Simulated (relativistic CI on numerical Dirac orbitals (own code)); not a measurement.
## Bi55+: q coefficients and field-shift factors

Method of calculation: Dirac-Coulomb-Breit CI, orbitals from a KLI potential per configuration, derivatives by finite differences, unscaled Slater integrals, QED left out (own radial code, finite nucleus).

Configuration list (outside the closed core [Ne] 3s2): 3p⁶3d¹⁰, 3p⁶3d⁹4s, 3p⁶3d⁹4p, 3p⁶3d⁹4d, 3p⁵3d¹⁰4s, 3p⁶3d⁹4f, 3p⁵3d¹⁰4p, 3p⁶3d⁸4s². Levels of other configurations are missing.

With x = (α/α₀)² − 1 an excitation energy changes as ω = ω₀ + qx; K = 2q/ω₀ is the relative enhancement. Terms are leading LS components, so labels can repeat. The field-shift factor is F = δν/δ⟨r²⟩ for the transition from the lowest level.

Lowest level 3p⁶3d¹⁰ ¹S0.

```tsv
Level	ω₀ (cm⁻¹)	q (cm⁻¹)	F (GHz/fm²)
3p⁶3d⁹4s ³D3	16969549	-2.926e+06	6300
3p⁶3d⁹4s ¹D2	16987969	-2.922e+06	6300
3p⁶3d⁹4s ³D1	17901976	-1.976e+06	6350
3p⁶3d⁹4s ³D2	17913212	-1.975e+06	6340
3p⁶3d⁹4p ³P°2	17949995	-2.705e+06	821
3p⁶3d⁹4p ³F°3	17961072	-2.708e+06	814
3p⁶3d⁹4p ³F°2	18882024	-1.76e+06	855
3p⁶3d⁹4p ³D°1	18915392	-1.751e+06	854
3p⁶3d⁹4p ³F°4	19473324	-739000	314
3p⁶3d⁹4p ¹D°2	19489501	-741000	328
3p⁶3d⁹4p ¹P°1	19500581	-739100	334
3p⁶3d⁹4p ³D°3	19521420	-735600	314
3p⁶3d⁹4p ³P°0	20374423	216700	358
```

At this charge energies of transitions that change n are usually good to better than 1 %, and those within a shell (Δn = 0) to a few per cent.

(1) Which transition from the lowest level has the largest |K|?

## Answers

(1) 3p⁶3d⁹4s ³D3 at 16969549 cm⁻¹, K = -0.345.
